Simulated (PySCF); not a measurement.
## Working out the excitation energy of Be+

Be+ [He] 2s1 (2S) → Be+ [He] 2p1 (2P). Calculation: PySCF 2.14, in ANO-RCC-VTZP (4s3p2d1f, 30 functions); scalar relativity by spin-free X2C-1e. Frozen: nothing. Energies in hartree (1 hartree = 27.21139 eV):

```
             part  Be+ (lower)  Be+ (upper)
              UHF   -14.279851   -14.130095
MP2 opposite-spin    -0.034754    -0.034891
    MP2 same-spin    -0.000453    -0.000801
```

**Question.** What does Hartree-Fock give?

**Answer.** (-14.130095) − (-14.279851) = 0.149756 hartree = 4.075 eV.

**Question.** What do MP2 and SCS-MP2 (6/5 opposite-spin, 1/3 same-spin) give?

**Answer.** The opposite-spin parts differ by -0.004 eV and the same-spin parts by -0.009 eV. MP2: 4.075 + (-0.004) + (-0.009) = 4.062 eV. SCS-MP2: 4.075 + 1.2 × (-0.004) + (-0.009)/3 = 4.067 eV.

Measured between the centres of the two terms (NIST): 3.959 eV, so MP2 (valence and next inner shell) is off by 0.103 eV.

What remains against the reference includes basis incompleteness and correlation beyond second order.
